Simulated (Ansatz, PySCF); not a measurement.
## From computed data to an observable: transport gap, exciton binding and injection barriers

sesquifulvalene (C12H10), SMILES C1=CC=CC(=C2C=CC=C2)C=C1.

Geometry: PBE-D3(BJ)/def2-SVP.

Gas-phase, vertical values: ionisation energy 7.13 eV and electron affinity 1.06 eV from ΔSCF with PBE0/def2-SVPD (Ansatz, a quantum-chemistry and plane-wave program); S1 2.35 eV and T1 1.57 eV from TDA-PBE0/def2-SVP (PySCF). Assume, for the exercise, a film of permittivity 3.5, a cavity radius of 5.0 Å and electrodes of work function 5.3 eV (anode) and 2.9 eV (cathode), with aligned vacuum levels.

Work out the fundamental gap and exciton binding energy in the gas phase, the levels in the film by Born's model, the injection barriers and the thermal weight of S1 against T1 at 298 K.


Fundamental gap IE − EA = 6.07 eV; exciton binding = gap − S1 = 3.72 eV.
Born polarisation P = (14.3996 eV Å / 2r)(1 − 1/ε) = 1.03 eV. Film: IE = 6.10 eV, EA = 2.09 eV, transport gap 4.01 eV; with S1 unchanged the binding falls to 1.66 eV.
Hole barrier IE − Φ(anode) = 0.80 eV; electron barrier Φ(cathode) − EA = 0.81 eV (a negative value means no barrier, and the level would pin).
ΔE(ST) = S1 − T1 = 0.78 eV, and the triplet has three sublevels, so the ratio S1/T1 is (1/3) exp(−ΔE/kT) = 2.2e-14 with kT = 0.02569 eV: too wide a gap for thermal return to the singlet. All inputs carry the errors of their functional, and relaxed states would shift them.
